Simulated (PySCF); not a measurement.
**Basis and Hamiltonian dependence of the electron affinity of Fe**

Fe⁻ [Ar] 3d7 4s2 (4F) → Fe [Ar] 3d6 4s2 (5D). All values are computed (PySCF 2.14, energy differences of UHF-based or UKS calculations, no spin-orbit coupling). Values in eV.

```tsv
basis	Hamiltonian	functions	UHF	PBE	PBE0	MP2 (valence)	CCSD(T) (valence)	CCSD(T) (valence and next inner shell)
aug-cc-pVDZ-DK	spin-free X2C	59	-2.255	0.864	0.178	-0.427	-0.351	n/a
ANO-RCC-VTZP	spin-free X2C	59	-2.265	0.923	0.230	-0.273	-0.272	-0.189
def2-TZVPPD	non-relativistic	67	-2.445	0.887	0.234	-0.283	-0.345	-0.252
x2c-TZVPPall with one added diffuse shell each of s, p, d, f type	spin-free X2C	80	-2.282	0.935	0.232	-0.272	-0.224	-0.126
aug-cc-pVTZ	non-relativistic	93	-2.007	1.133	0.452	-0.082	-0.026	n/a
aug-cc-pVTZ-DK	spin-free X2C	93	-2.267	0.932	0.232	-0.303	-0.226	n/a
def2-QZVPPD	non-relativistic	100	-2.190	1.049	0.383	-0.019	-0.052	n/a
dyall-av2z	non-relativistic	101	-2.004	1.127	0.456	-0.211	-0.124	n/a
aug-cc-pwCVTZ	non-relativistic	127	-2.008	1.133	0.452	-0.041	0.007	n/a
aug-cc-pwCVTZ-DK	spin-free X2C	127	-2.267	0.931	0.232	-0.262	n/a	n/a
x2c-QZVPPall with one added diffuse shell each of s, p, d, f, g type	spin-free X2C	128	-2.264	0.947	0.238	-0.269	n/a	n/a
aug-cc-pwCVQZ	non-relativistic	185	-1.999	1.148	0.459	0.017	n/a	n/a
```

Task: Estimate the row for aug-cc-pVDZ (non-relativistic, 59 functions).

Result: From the rows with the same Hamiltonian and similar size; the calculation gives UHF -2.00; PBE 1.06; PBE0 0.40; MP2 (valence) -0.21; CCSD(T) (valence) -0.15 (eV).

Extrapolation of MP2 (valence) from aug-cc-pwCVTZ and aug-cc-pwCVQZ: the correlation parts are 1.967 and 2.015 eV; with the X⁻³ form and unrounded values, (4³ × 2.015 − 3³ × 1.967)/(4³ − 3³) = 2.051 eV, and adding the Hartree-Fock value -1.999 eV of the larger basis gives 0.052 eV.

Frozen in the all-electron rows: valence: [Ar]; valence and next inner shell: [Ne].

At UHF, def2-TZVPPD lies more than 0.3 eV from the median of the rows with comparable relativity.

Non-relativistic rows lack the scalar-relativistic shift.

In most of these bases the highest occupied level of the anion is positive at UHF, PBE, PBE0, so the basis helps to hold the electron.

Between the lowest levels the reference is 0.153 eV (measured; photodetachment measurements, as compiled on the Wikipedia data page of electron affinities); it includes spin-orbit coupling, which these numbers lack.
